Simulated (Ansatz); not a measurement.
The same path of BF2HO + FH (7 atoms, charge 0, multiplicity 1) was run twice with different band settings. Lost on the way: F6–H7. Made: B1–F6, O2–H7.

Level of theory: RKS B3LYP/def2-SVP (Ansatz).

Relaxed end points:

```xyz
7
Properties=species:S:1:pos:R:3
B -0.065 -0.297 0.075
O -0.056 -0.256 1.437
H -0.936 -0.386 1.819
F 1.074 -0.200 -0.573
F -1.190 -0.475 -0.599
F 0.100 2.335 0.906
H 0.287 1.602 1.453
```

```xyz
7
Properties=species:S:1:pos:R:3
B 0.007 0.402 -0.105
O 0.031 0.039 1.661
H -0.814 -0.393 1.865
F 1.114 -0.207 -0.547
F -1.178 -0.166 -0.426
F 0.029 1.753 -0.049
H 0.024 0.894 2.120
```

Common settings: movable images 7; climbing image yes; spring 5.0 eV/Å²; optimiser quadratic models (default); force threshold 0.05 eV/Å; iteration limit 60; end points relaxed.

| run | start path |
| --- | --- |
| 1 | through a guess of the saddle point |
| 2 | straight line |

**Question.** What does each run give, and how far can it be trusted?

**Answer.** Run 1: converged after 13 iterations, highest image 0.561 eV above the first end. A vibrational analysis at the climbing image gives one clearly imaginary mode, 1004i cm⁻¹: a first-order saddle point.
Run 2: converged after 13 iterations, highest image 0.560 eV above the first end. Another band between the same ends (7 images) ends at a top of the same energy, where a vibrational analysis finds 1 clearly imaginary mode.
The orbitals stay closed-shell, which can raise the energy where a bond breaks towards radicals; this wasn't checked here.
